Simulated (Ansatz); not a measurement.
One change: `C[O][InH2]` becomes `C[O][InH][Br]`.

Ansatz, PBE0-D4/def2-TZVP geometries, multiplicity 1. Each molecule was computed in one conformer, which needn't be the lowest.

Elements past krypton have def2 core potentials. Scalar relativity is left out up to krypton. Spin–orbit coupling is left out; it splits and shifts lone-pair levels of the heavy atoms by tenths of an eV.

```
                                                                                  property  `C[O][InH2]`
ideal-gas entropy at 298 K and 1 bar (rigid rotor, harmonic PBE0-D4/def2-TZVP) / J/(mol·K)           319
                                                        LUMO energy (PBE0/def2-TZVPP) / eV         -1.52
                                                        HOMO energy (PBE0/def2-TZVPP) / eV         -7.29
                                                     LUMO energy (ωB97M-V/def2-TZVPP) / eV         -0.11
                                            zero-point energy (PBE0-D4/def2-TZVP) / kJ/mol         138.9
                                                     HOMO energy (ωB97M-V/def2-TZVPP) / eV         -9.68
```

Task: Give the same properties after the change, and the shifts. (An estimate is asked.)

Result: Ansatz gave: 
```csv
property,`C[O][InH][Br]`,shift
"ideal-gas entropy at 298 K and 1 bar (rigid rotor, harmonic PBE0-D4/def2-TZVP) / J/(mol·K)",369,50
LUMO energy (PBE0/def2-TZVPP) / eV,-1.55,-0.03
HOMO energy (PBE0/def2-TZVPP) / eV,-7.75,-0.46
LUMO energy (ωB97M-V/def2-TZVPP) / eV,-0.08,0.03
zero-point energy (PBE0-D4/def2-TZVP) / kJ/mol,126.4,-12.5
HOMO energy (ωB97M-V/def2-TZVPP) / eV,-10.13,-0.45
```
